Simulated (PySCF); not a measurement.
Choosing a basis for TDDFT

CH₉BOSi₂.
Structure used (PBE0-D3(BJ)/def2-SVP), in Å, numbered top down from 1:
```
atom  x, y, z in Å
B1    -2.6616    0.2901    0.1735
C2    -1.5708    1.0569   -0.6271
O3    -0.2446    1.0317   -0.1518
Si4    0.7647   -0.2867   -0.3254
Si5    2.7547    0.2534    0.7773
H6    -3.7975    0.3340   -0.2408
H7    -2.4168   -0.3096    1.1936
H8    -1.6326    0.7773   -1.7029
H9    -1.9167    2.1142   -0.6295
H10    1.0013   -0.5703   -1.7809
H11    0.1379   -1.5200    0.2571
H12    2.4927    0.4993    2.2280
H13    3.7213   -0.8819    0.6477
H14    3.3660    1.4774    0.1754
```

TDDFT with PBE0 (PySCF), vertical singlets, core orbitals frozen in the response, spherical d and f functions. Isolated species at its PBE0-D3(BJ)/def2-SVP geometry (one conformer only).

Q: How do the low singlets change with the basis? Take 6-31G*, 6-31+G*, def2-SVP, def2-SVPD, aug-cc-pVDZ, def2-TZVP and def2-TZVPD.

A: 

```
      basis  functions  diffuse  S1 (eV)  S2 (eV)  S3 (eV)  S4 (eV)  S5 (eV)  LUMO (eV)  α (au)
     6-31G*         96       no     4.85     5.88     6.28     6.33     6.63      -1.22    74.8
    6-31+G*        116      yes     4.82     5.77     6.19     6.24     6.52      -1.52    82.7
   def2-SVP        123       no     4.77     5.71     6.12     6.45     6.49      -1.49    80.0
  def2-SVPD        183      yes     4.81     5.70     6.11     6.33     6.48      -1.57    90.5
aug-cc-pVDZ        204      yes     4.75     5.68     6.10     6.20     6.44      -1.57    92.4
  def2-TZVP        221       no     4.80     5.70     6.12     6.25     6.45      -1.55    87.4
 def2-TZVPD        281      yes     4.81     5.69     6.12     6.19     6.45      -1.57    91.6
```

States are compared by their number. Against the largest diffuse basis here (def2-TZVPD, itself not a converged limit), sets without diffuse functions differ by up to 0.05 eV in S1 and 0.18 eV in S5; the smaller diffuse sets differ by up to 0.06 and 0.08 eV. State by state, the largest deviation of a set without diffuse functions is S1 0.05, S2 0.19, S3 0.16, S4 0.27, S5 0.18 eV. The same number needn't mean the same state in each row. Against def2-TZVPD the polarisability deviates by -18% in 6-31G*, -10% in 6-31+G*, -13% in def2-SVP, -1% in def2-SVPD, +1% in aug-cc-pVDZ, -5% in def2-TZVP. A single + in a Pople set puts diffuse functions on heavy atoms only.
